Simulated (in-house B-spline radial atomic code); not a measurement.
**Ionising neutral molybdenum with different functionals**

Computed with a B-spline radial code for spherical atoms: scalar-relativistic (spin-free X2C) Hamiltonian, Fermi nucleus of rms radius 4.4091 fm, spin-polarised at highest spin, spherical fractional occupations for the functionals, the average over the highest-spin determinants for Hartree-Fock. The ionisation energy is the difference of two self-consistent energies, [Kr] 4d5 5s1 → [Kr] 4d5, without Breit or QED terms; ε is the level of the shell that loses the electron (its least bound occupied spin orbital). There is no spin-orbit coupling in this Hamiltonian.

```
           method                    rung  ΔSCF (eV)  -ε(5s) (eV)
     Hartree-Fock            Hartree-Fock       6.25         6.48
    HF fractional            Hartree-Fock       6.25         6.48
         LDA VWN5                     LDA       7.71         4.83
         LDA PW92                     LDA          ?            ?
LDA exchange-only                     LDA       7.24         4.39
              PBE                     GGA       7.45         4.61
           PBEsol                     GGA       7.49         4.66
             BLYP                     GGA       7.28         4.39
             RPBE                     GGA       7.36         4.54
             PW91                     GGA       7.52         4.67
             BP86                     GGA       7.60         4.77
             AM05                     GGA       7.50         4.67
             OLYP                     GGA       7.02         4.24
             TPSS                meta-GGA       7.27         4.53
             SCAN                meta-GGA       7.67         5.00
           r2SCAN                meta-GGA       7.47         4.88
          revTPSS                meta-GGA       7.26         4.53
             PBE0           global hybrid       7.19         5.16
            B3LYP           global hybrid          ?            ?
            TPSSh           global hybrid       7.17         4.74
        BHandHLYP           global hybrid       6.77         5.47
          r2SCAN0           global hybrid       7.27         5.41
            B97-1           global hybrid       6.96         4.86
            HSE06  range-separated hybrid       7.22         4.79
        CAM-B3LYP  range-separated hybrid       7.01         6.00
          LC-wPBE  range-separated hybrid       6.81         6.92
```

(1) What does B3LYP give?

(2) What does LDA PW92 give?

(3) Among the functionals, which spreads more, the ΔSCF values or the orbital energies?

(4) How do they compare with the NIST value?

## Answers

(1) ΔSCF 7.24 eV, and -ε(5s) = 5.00 eV.

(2) ΔSCF 7.71 eV, and -ε(5s) = 4.83 eV.

(3) The orbital energies: ΔSCF values span about 0.94 eV and the orbital energies 2.68 eV.

(4) NIST lists 7.092 eV (measured, ground level to ground level). Errors run from -0.84 to +0.62 eV; OLYP is closest (-0.07 eV), but part of that can be cancellation, since the calculations leave out spin-orbit coupling, Breit-QED terms, multiplet and fine-structure energies. Hartree-Fock also lacks correlation.
